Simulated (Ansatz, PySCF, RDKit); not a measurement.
Two conformers of C5H6O (SMILES C=CC(=O)C=C), B3LYP-D3(BJ)/def2-TZVP minima.
Conformer 1 (charge 0, multiplicity 1):
```xyz
12

C     -2.450    -0.011    -0.214
C     -1.187     0.168    -0.587
C     -0.051    -0.121     0.333
O     -0.226    -0.534     1.464
C      1.311     0.125    -0.217
C      2.406    -0.095     0.505
H     -2.675    -0.376     0.781
H     -3.277     0.199    -0.879
H     -0.946     0.533    -1.579
H      1.380     0.493    -1.235
H      2.320    -0.463     1.520
H      3.396     0.082     0.108
```
Conformer 2 (charge 0, multiplicity 1, Z-matrix in Å and degrees):
```
C
O 1 1.2190
C 1 1.4857 2 119.31
C 3 1.3303 1 125.51 2 -149.95
H 4 1.0817 3 122.01 1 -3.62
H 4 1.0825 5 116.94 3 -178.09
H 3 1.0844 4 120.66 5 -176.37
C 1 1.4857 2 119.31 3 -180.00
C 8 1.3303 1 125.51 2 -149.93
H 9 1.0817 8 122.01 1 -3.62
H 9 1.0825 10 116.94 8 -178.09
H 8 1.0844 9 120.66 10 -176.37
```

No zero-point or thermal terms.

Correlated levels freeze the cores. Rows in STO-3G carry no dispersion term and start afresh at each structure.

The values were computed with Ansatz (Gaussian basis) for Hartree–Fock, density functionals and correlated methods; PySCF for STO-3G rows, the dispersion terms; RDKit for the force fields. 

Task: One of these levels gives 17.6 kJ/mol for the electronic energy of conformer 2 less that of conformer 1. Which one is it?
A. B2PLYP-D3(BJ)/def2-TZVPP
B. HF/STO-3G
C. MMFF94
D. CAM-B3LYP-D4/def2-TZVPP

Result: B, HF/STO-3G. The others give 25.0 (MMFF94), 6.7 (CAM-B3LYP-D4/def2-TZVPP), 5.1 (B2PLYP-D3(BJ)/def2-TZVPP)

Ansatz is a program for electronic structure.
